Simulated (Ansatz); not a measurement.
C2H7AlSi can be A, `[CH3][Al]1[CH2][SiH2]1`, or B, `[CH2]1[AlH][CH2][SiH2]1`.

Program: Ansatz. Geometries: PBE0-D4/def2-TZVP. ΔE: electronic, gas phase. CBS: MP2 limit from def2 TZ/QZ plus the TZ coupled-cluster correction, frozen cores. Functionals use def2-TZVPP. B3LYP here is the variant with VWN-RPA as its local correlation; programs differ in this.

A:

Z-matrix (Å, degrees):
```
C
Al 1 1.945
H 1 1.095 2 109.9
H 1 1.094 2 110.2 3 117.8
H 1 1.091 2 112.7 3 -120.9
C 2 1.950 1 142.2 3 -66.2
Si 2 2.330 1 165.2 3 108.8
H 6 1.099 2 108.1 1 -75.3
H 6 1.089 2 131.4 1 62.3
H 7 1.490 2 132.9 1 88.2
H 7 1.491 2 117.2 1 -78.3
```

B:

Z-matrix (Å, degrees):
```
Si
Al 1 2.614
C 1 1.890 2 48.6
C 1 1.890 2 48.6 3 -161.2
H 1 1.491 2 110.7 3 99.4
H 1 1.491 2 140.7 3 -80.6
H 2 1.588 1 168.0 3 -99.4
H 3 1.090 1 118.5 2 125.2
H 3 1.098 1 110.7 2 -109.9
H 4 1.098 1 110.7 2 109.8
H 4 1.090 1 118.6 2 -125.3
```

Q: Which is lower in electronic energy at CCSD(T)/CBS, and by how much? (An estimate is asked.)

A: Ansatz gave: B, by 24.2 kcal/mol.

Q: Give E(B) − E(A) in kcal/mol with CCSD(T)/def2-TZVPP, HF/def2-TZVPP, B3LYP-D4, r2SCAN-D4, PBE0-D4, ωB97M-V, BLYP-D4. (Best estimate.)

A: Computed: CCSD(T)/def2-TZVPP -23.7, HF/def2-TZVPP -25.9, B3LYP-D4 -23.2, r2SCAN-D4 -22.6, PBE0-D4 -22.5, ωB97M-V -25.3, BLYP-D4 -21.7. None reverses the order clearly.

Q: Does the order hold for the free energy at 298.15 K (harmonic terms from PBE0-D4)? (Best estimate.)

A: Ansatz gave: Yes: G(B) − G(A) = -23.8 kcal/mol. Modes under 60 cm⁻¹, often nearly free rotors, make the harmonic entropy too high.

Largest T1 diagnostic: 0.012.

Leaving LDA and LC-ωPBE aside and taking each functional with its dispersion term where it has one, the values, not all of them listed here, spread over 5.1 kcal/mol, from BHLYP-D4 to PBE-D4. LDA lies −2.0 kcal/mol from PBE without D4. The D4 term adds −1.6 kcal/mol with B3LYP and −0.8 kcal/mol with PBE0; it sums over pairs of atoms, weighted by their polarisabilities, and B3LYP, whose exchange is more repulsive, gets the larger term.
